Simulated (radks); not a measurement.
Ge XXXII, configuration 2p1 (not the ground configuration). Calculated with a radial shooting solver on a logarithmic mesh with Libxc functionals: Dirac Kohn-Sham, PBE, spin-unpolarised, spherical densities, point nucleus; open shells fill j = l - 1/2 first. Some entries of the table are withheld. Estimate them.

| orbital | occ. | eigenvalue (eV) | <r^2> (bohr^2) | r(max) (bohr) |
|---|---|---|---|---|
| 1s1/2 | 0 | -13989.78 | 0.002854 | 0.03050 |
| 2p1/2 | 1 | -3465.541 | (1) | 0.1217 |
| 2p3/2 | 0 | -3416.835 | (2) | 0.1243 |
| 3p1/2 | 0 | -1514.503 | 0.1729 | 0.3708 |
| 3p3/2 | 0 | -1500.242 | 0.1764 | 0.3750 |
| 3d3/2 | 0 | -1494.858 | 0.1239 | (3) |
| 3d5/2 | 0 | -1490.267 | 0.1250 | (4) |

Answer. 
(1) 2p1/2 <r^2> (bohr^2): 0.02821
(2) 2p3/2 <r^2> (bohr^2): 0.02919
(3) 3d3/2 r(max) (bohr): 0.2819
(4) 3d5/2 r(max) (bohr): 0.2833
